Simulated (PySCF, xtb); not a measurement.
C3H6N2Si, SMILES CC1=NC=N[SiH2]1.

xtb with GFN2-xTB at its own geometry gives an orbital gap of 1.82 eV and a dipole moment of 3.02 D.

Geometry optimised at PBE0-D3(BJ)/def2-SVP. This is a generated structure with no PubChem entry under its InChIKey; it may be hypothetical.

Problem. What does PBE/def2-TZVP run with PySCF give? (An estimate is asked for; the answer gives what the named calculation found.)

Solution. gap 2.82 eV (levels -5.91 and -3.09 eV), dipole 2.46 D.
